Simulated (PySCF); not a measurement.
trifluoroacetic acid (C2HF3O2), singlet, at a GFN2-xTB geometry. Base run: PBE0/STO-3G run with PySCF.

PySCF was given this input:
```python
from pyscf import gto, scf, dft

mol = gto.M(
    atom='''
O     1.581176   -0.848217    0.389000
C     0.943471    0.232157   -0.010556
O     1.424852    1.275906   -0.320080
C    -0.590699   -0.048204   -0.025323
F    -1.028069   -0.384854    1.192194
F    -1.276336    1.018490   -0.423723
F    -0.885622   -1.056682   -0.851740
H     2.545399   -0.717810    0.413335
''',
    basis='sto-3g',
    charge=0,
    spin=0,
    verbose=4,
)

mf = dft.RKS(mol)
mf.xc = 'pbe0'
mf.kernel()
mf.analyze()
```

Variants of this job, named by their change:

```tsv
change	ΔE vs base (µEh)	fitting functions	dipole (D)
base	0.0	-	1.77
auxbasis = default (with mf = mf.density_fit())	-2182	553	1.77
auxbasis = cc-pvtz-jkfit	-495	583	1.77
auxbasis = cc-pvtz-ri	-1825	597	1.77
auxbasis = def2-universal-jkfit	-2182	553	1.77
auxbasis = even-tempered beta=2.0	-371	355	1.78
auxbasis = even-tempered beta=1.6	-89.6	497	1.78
exchange = seminumerical (SGX) (with mf = sgx.sgx_fit(mf, auxbasis='def2-universal-jfit'); with mf.with_df.dfj = True)	-4466	354	1.77
auxbasis = autoaux	-236	469	1.78
only_dfj = on; auxbasis = def2-universal-jfit	-4461	354	1.77
```

A fitting set is made for a task (jfit for Coulomb, jkfit for Coulomb and exchange, ri for correlation) and for a family of orbital bases.
